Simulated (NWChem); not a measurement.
System: C$_{4}$H$_{6}$Si; SMILES C#C[SiH2]C=C

Input file for NWChem:

```
start job
memory heap 200 mb stack 900 mb global 1100 mb
geometry units angstroms noautosym nocenter noautoz
  C      0.717493     2.695664     0.100178
  C      0.119619     1.636732     0.047679
  Si    -0.768678     0.028160    -0.039658
  C      0.411488    -1.355770    -0.465392
  C      0.590201    -2.430371     0.311171
  H      1.244463     3.632351     0.147971
  H     -1.400651    -0.258731     1.282257
  H     -1.834524     0.160156    -1.078732
  H      0.980974    -1.287629    -1.401763
  H      0.055309    -2.555617     1.259732
  H      1.280633    -3.236558     0.038322
end
basis spherical
  C library def2-svpd
  Si library def2-svpd
  H library def2-svpd
end
dft
  xc b3lyp
  iterations 150
end
property
  response 1 0.0773
end
task dft property
```

NWChem printed, in part:

```
             Northwest Computational Chemistry Package (NWChem) 7.3.0
             --------------------------------------------------------

                             Geometry "geometry" -> ""
                             -------------------------

 Output coordinates in angstroms (scale by  1.889725989 to convert to a.u.)

  No.       Tag          Charge          X              Y              Z
 ---- ---------------- ---------- -------------- -------------- --------------
    1 C                    6.0000     0.71749300     2.69566400     0.10017800
    2 C                    6.0000     0.11961900     1.63673200     0.04767900
    3 Si                  14.0000    -0.76867800     0.02816000    -0.03965800
    4 C                    6.0000     0.41148800    -1.35577000    -0.46539200
    5 C                    6.0000     0.59020100    -2.43037100     0.31117100
    6 H                    1.0000     1.24446300     3.63235100     0.14797100
    7 H                    1.0000    -1.40065100    -0.25873100     1.28225700
    8 H                    1.0000    -1.83452400     0.16015600    -1.07873200
    9 H                    1.0000     0.98097400    -1.28762900    -1.40176300
   10 H                    1.0000     0.05530900    -2.55561700     1.25973200
   11 H                    1.0000     1.28063300    -3.23655800     0.03832200

 Effective nuclear repulsion energy (a.u.)     179.5441707470

                              NWChem Property Module
                              ----------------------

                                 NWChem DFT Module
                                 -----------------

 Summary of "ao basis" -> "ao basis" (spherical)
 ------------------------------------------------------------------------------
       Tag                 Description            Shells   Functions and Types
 ---------------- ------------------------------  ------  ---------------------
 C                         def2-svpd                 8       20   4s2p2d
 Si                        def2-svpd                10       24   5s3p2d
 H                         def2-svpd                 4        8   2s2p

            General Information
            -------------------
          SCF calculation type: DFT
          Wavefunction type:  closed shell.
          No. of atoms     :    11
          No. of electrons :    44
           Alpha electrons :    22
            Beta electrons :    22
          Charge           :     0
          Spin multiplicity:     1
          Use of symmetry is: off; symmetry adaption is: off
          Maximum number of iterations: 150
          AO basis - number of functions:   152
                     number of shells:    66
          Convergence on energy requested:  1.00D-06
          Convergence on density requested:  1.00D-05
          Convergence on gradient requested:  5.00D-04

              XC Information
              --------------
                         B3LYP Method XC Potential
                     Hartree-Fock (Exact) Exchange  0.200
                        Slater Exchange Functional  0.800 local
                    Becke 1988 Exchange Functional  0.720 non-local
              Lee-Yang-Parr Correlation Functional  0.810
                  VWN I RPA Correlation Functional  0.190 local

             Grid Information
             ----------------
          Grid used for XC integration:  medium
          Radial quadrature: Mura-Knowles
          Angular quadrature: Lebedev.
          Tag              B.-S. Rad. Rad. Pts. Rad. Cut. Ang. Pts.
          ---              ---------- --------- --------- ---------
          C                   0.70       49          14.0       434
          Si                  1.10       88          11.0       590
          H                   0.35       45          15.0       434
          Grid pruning is: on
          Number of quadrature shells:   554
          Spatial weights used:  Erf1

      Superposition of Atomic Density Guess
      -------------------------------------

 Sum of atomic energies:        -442.23476961

      Non-variational initial energy
      ------------------------------

 Total energy =    -444.753199
 1-e energy   =    -960.940908
 2-e energy   =     336.643538
 HOMO         =      -0.338465
 LUMO         =      -0.024923

   convergence    iter        energy       DeltaE   RMS-Dens  Diis-err
 ---------------- ----- ----------------- --------- --------- ---------
 d= 0,ls=0.0,diis     1   -445.2153164106 -6.25D+02  1.53D-02  4.09D-01
 d= 0,ls=0.0,diis     2   -445.2565821864 -4.13D-02  3.77D-03  7.01D-02
 d= 0,ls=0.0,diis     3   -445.2537425168  2.84D-03  1.77D-03  9.98D-02
 d= 0,ls=0.0,diis     4   -445.2654361024 -1.17D-02  6.68D-04  8.48D-03
 d= 0,ls=0.0,diis     5   -445.2665978970 -1.16D-03  1.68D-04  2.32D-04
  Resetting Diis
 d= 0,ls=0.0,diis     6   -445.2666288807 -3.10D-05  4.07D-05  2.74D-05
 d= 0,ls=0.0,diis     7   -445.2666322737 -3.39D-06  3.13D-05  4.59D-06
 d= 0,ls=0.0,diis     8   -445.2666307679  1.51D-06  1.98D-05  1.58D-05
 d= 0,ls=0.0,diis     9   -445.2666328917 -2.12D-06  2.35D-06  6.28D-08
 d= 0,ls=0.0,diis    10   -445.2666329010 -9.32D-09  4.64D-07  1.15D-09

         Total DFT energy =     -445.266632900976
      One electron energy =     -965.290836306983
           Coulomb energy =      385.186273539798
    Exchange-Corr. energy =      -44.706240880777
 Nuclear repulsion energy =      179.544170746986

 Numeric. integr. density =       44.000020549069

                       DFT Final Molecular Orbital Analysis
                       ------------------------------------

 Vector   20  Occ=2.000000D+00  E=-2.954122D-01
              MO Center=  3.1D-01,  1.9D-01,  3.1D-03, r^2= 5.5D+00
   Bfn.  Coefficient  Atom+Function         Bfn.  Coefficient  Atom+Function
  ----- ------------  ---------------      ----- ------------  ---------------
    69      0.272426   4 C  px                7     -0.245842   1 C  pz
    27     -0.236600   2 C  pz               25      0.172150   2 C  px
    89      0.164908   5 C  px               90      0.159672   5 C  py
    30     -0.151941   2 C  pz               72      0.149791   4 C  px
     5      0.145308   1 C  px               91      0.126039   5 C  pz

 Vector   21  Occ=2.000000D+00  E=-2.900848D-01
              MO Center=  2.0D-01,  1.8D+00, -1.4D-02, r^2= 3.0D+00
   Bfn.  Coefficient  Atom+Function         Bfn.  Coefficient  Atom+Function
  ----- ------------  ---------------      ----- ------------  ---------------
     7      0.282551   1 C  pz               27      0.265411   2 C  pz
     5      0.250227   1 C  px               25      0.236689   2 C  px
   121      0.169682   8 H  s                30      0.167103   2 C  pz
    28      0.159443   2 C  px                6     -0.156609   1 C  py
    26     -0.142351   2 C  py               10      0.115907   1 C  pz

 Vector   22  Occ=2.000000D+00  E=-2.868217D-01
              MO Center=  3.7D-01, -1.6D-01,  3.8D-03, r^2= 5.6D+00
   Bfn.  Coefficient  Atom+Function         Bfn.  Coefficient  Atom+Function
  ----- ------------  ---------------      ----- ------------  ---------------
    89      0.241869   5 C  px                5     -0.203675   1 C  px
    70      0.198006   4 C  py                7      0.177039   1 C  pz
    71      0.167728   4 C  pz               27      0.165040   2 C  pz
    69      0.159455   4 C  px               24      0.158560   2 C  s
    23     -0.153836   2 C  s                25     -0.154105   2 C  px

 Vector   23  Occ=0.000000D+00  E=-3.266850D-02
              MO Center=  3.5D-01, -1.2D+00, -3.7D-02, r^2= 4.8D+00
   Bfn.  Coefficient  Atom+Function         Bfn.  Coefficient  Atom+Function
  ----- ------------  ---------------      ----- ------------  ---------------
    44      0.300875   3 Si s                89      0.296332   5 C  px
    69     -0.261141   4 C  px               72     -0.219870   4 C  px
    92      0.213933   5 C  px               24     -0.200595   2 C  s
    91      0.201222   5 C  pz                3      0.184902   1 C  s
    90      0.184045   5 C  py               45     -0.177510   3 Si s

 Vector   24  Occ=0.000000D+00  E=-9.450367D-03
              MO Center=  3.3D-03,  1.4D+00,  3.6D-02, r^2= 4.9D+00
   Bfn.  Coefficient  Atom+Function         Bfn.  Coefficient  Atom+Function
  ----- ------------  ---------------      ----- ------------  ---------------
    68      0.469548   4 C  s                87      0.390659   5 C  s
    44     -0.388479   3 Si s                24     -0.374227   2 C  s
     7      0.313348   1 C  pz               45      0.276142   3 Si s
   146     -0.268222  11 H  s                30     -0.260116   2 C  pz
    27     -0.243060   2 C  pz               10      0.219231   1 C  pz

 Vector   25  Occ=0.000000D+00  E=-4.145446D-03
              MO Center=  1.9D-02,  1.0D+00, -2.2D-02, r^2= 6.1D+00
   Bfn.  Coefficient  Atom+Function         Bfn.  Coefficient  Atom+Function
  ----- ------------  ---------------      ----- ------------  ---------------
    44      0.723021   3 Si s                68     -0.652586   4 C  s
    24      0.585571   2 C  s               146      0.549473  11 H  s
    45     -0.453133   3 Si s                53     -0.276857   3 Si py
    88     -0.270875   5 C  s                67     -0.236557   4 C  s
     7      0.218653   1 C  pz                5      0.215836   1 C  px

[...]

 DFT Linear Response polarizability / au
 Frequency  =       0.0773000 / au
 Wavelength =     589.4353558 / nm
              X              Y              Z
 -----------------------------------------------
 X      67.6188377      3.2393989      0.2155237
 Y       3.2393498    104.5138786     -5.2626621
 Z       0.2154829     -5.2626957     62.2529972
 -----------------------------------------------
 Eigenvalues =      67.4131378    105.4284113     61.5441644
 Isotropic   =      78.1285712
 Anisotropic =      41.2639854
 -----------------------------------------------

 Magnetic Dipole Response Matrix (nonzero elements):
```

Level: B3LYP/def2-SVPD. All runs use the structure optimised with PBE0/def2-SVP. B3LYP is NWChem's, with the RPA form of VWN correlation.
